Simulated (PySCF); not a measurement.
# Structure revision by computed shifts

A compound C3H8FNSi gives the data below (simulated from a calculation) and was assigned the structure `C=C(CF)[SiH2]N`.

¹³C{¹H} NMR (computed): δ 99.9 (CH), 30.8 (CH2), 13.9 (CH2).

¹H NMR (600 MHz, computed): δ 5.17 (m, 1H), 5.16 (m, 1H), 2.67 (m, 1H), 2.21 (m, 1H), 1.49 (m, 1H), 1.42 (m, 1H), 0.88 (br s, 2H).

[PySCF 2.14.0 with density-fitted response routines: geometry from GFN2-xTB; shielding tensors at PBE0/pcSseg-1 (GIAO); non-relativistic Hamiltonian; a single conformation; gas phase; averaged over atoms made equivalent by symmetry, fast rotation or ring inversion]

Chemical shifts δ = σref − σ; ¹H (31.72 ppm), ¹³C (186.93 ppm) against TMS, all at this level.

Problem. Compare with the shifts computed for the proposed structure, pairing carbons in order of shift.

Solution. Atoms are numbered as in `[CH2:1]=[C:2]([CH2:3][F:4])[SiH2:5][NH2:6]`. Each H is labelled by its parent atom.

```csv
atom,computed for proposal,given list,difference
C2,161.7,99.9,+61.8
C1,127.8,30.8,+97.0
C3,91.9,13.9,+78.0
```

The rms difference is 80.3 ppm and the largest +97.0 ppm at C1 (terminal =CH2 carbon). The carbon types in order of shift don't match either: C, CH2, CH2 for the proposal against CH, CH2, CH2 in the data. The proposal doesn't fit.

Problem. Which isomer fits?

Solution. SMILES N[Si@@H]1CC[C@@H]1F.

1. Carbon types of the structure: 1 × CH, 2 × CH2, leaving 3 H on heteroatoms.
2. δC 99.9: sp3 CH bonded to F and Si; deshielded by the electronegative neighbour.
3. δC 30.8: sp3 CH2 in a ring; saturated and bonded to C and H only.
4. δH 5.16: hydrogen on an sp3 CH bonded to F and Si; its carbon carries F, an electronegative neighbour.
5. δH 0.88: hydrogen on a nitrogen bonded to Si; exchangeable, gas-phase position.

The shifts were computed for this structure.

The OH or NH signal is concentration- and solvent-dependent in practice; the value given is the gas-phase one. Splittings by ¹⁹F in the carbon and heteronuclear signals aren't shown, as no couplings were computed. Shifts are as computed. Against solution values, carbons near 30 ppm lie about +3 ppm off and those near 130 ppm about +5 ppm. Of 1211 compounds with measured shifts, 218 miss one by over three times the rms of a fit or turn the order of signals round; such compounds aren't used in these exercises. No couplings were computed; multiplicities are counted from neighbouring protons, with m where these are inequivalent, close in shift, in a saturated or five-membered ring or joined by F or P, and br s for small geminal =CH2 splittings.
